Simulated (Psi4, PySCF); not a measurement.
NP, charge -1, doublet, at a GFN2-xTB geometry (a state made from the parent by changing its charge; the spin is typed, not shown lowest) (in this run its highest filled SCF level lies above zero, so its values depend strongly on the basis, on diffuse functions most of all), atoms displaced at random by about 0.08 Å a coordinate. Base run: PBE0/def2-TZVP, gradient run with PySCF.

The PySCF input:
```python
from pyscf import gto, scf, dft

mol = gto.M(
    atom='''
N     0.040043    0.005424   -1.012606
P    -0.044441    0.087284    0.444653
''',
    basis='def2-tzvp',
    charge=-1,
    spin=1,
    verbose=4,
)

mf = dft.UKS(mol)
mf.xc = 'pbe0'
mf.kernel()
g = mf.nuc_grad_method()
grad = g.kernel()
```

Programs used: Psi4, PySCF; a row that names a program was run with it.

The coordinate followed is y of atom 1.

Variants of this job, named by their change:

```tsv
change	dE/dx (Eh/bohr)	net force (Eh/bohr)
base	0.005741	0.000011
grids.level = 1; grid_response = off	0.005820	0.000144
grids.level = 0; grid_response = off	0.005760	0.003537
density fitting = on	0.005742	0.000011
finite difference step (bohr) = 0.2; conv_tol = 1e-11	0.005404	-
conv_tol = 1e-6	0.005741	0.000011
finite difference step (bohr) = 1e-4; conv_tol = 1e-11	0.005738	-
density fitting = on; auxbasis_response = off	0.005752	0.000379
grids.level = 5; grid_response = on	0.005740	0.000000
grids.level = 5; grid_response = off	0.005740	0.000001
code = psi4	0.005742	0.000031
finite difference step (bohr) = 0.01; conv_tol = 1e-11	0.005737	-
```

The net force is zero for an exact gradient.

Open shells are given as the SCF converged; they aren't shown to be the lowest states, and a large step between rows can be another state.
